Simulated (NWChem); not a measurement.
System: C$_{3}$H$_{6}$BCl; SMILES C=CB(C)Cl

Input file for NWChem:

```
start job
memory heap 200 mb stack 900 mb global 1100 mb
geometry units angstroms noautosym nocenter noautoz
  B     -0.215478     0.015936    -0.101508
  Cl     0.409950     1.668006    -0.288643
  C     -1.769401    -0.164381    -0.060768
  H     -2.216130     0.245153    -0.982516
  H     -2.192334     0.434163     0.763714
  H     -2.106789    -1.203767     0.056316
  C      0.840567    -1.116445     0.006434
  C      0.514568    -2.411124     0.151059
  H      1.905196    -0.855806    -0.036451
  H      1.269761    -3.201309     0.226164
  H     -0.529207    -2.739542     0.201012
end
basis spherical
  * library sto-3g
end
dft
  xc b3lyp
  iterations 150
end
property
  response 1 0.0773
end
task dft property
```

STO-3G and 3-21G are far too small for this property and stand as cheap habits. Geometry: optimised at PBE0/def2-SVP.

Field at 589 nm.

Question: Give the results of this calculation. (B3LYP/STO-3G.) Quantities: isotropic polarisability (bohr³); anisotropy (bohr³).

Answer: The isotropic polarisability (bohr³) is 30.6. The anisotropy (bohr³) is 35.4.
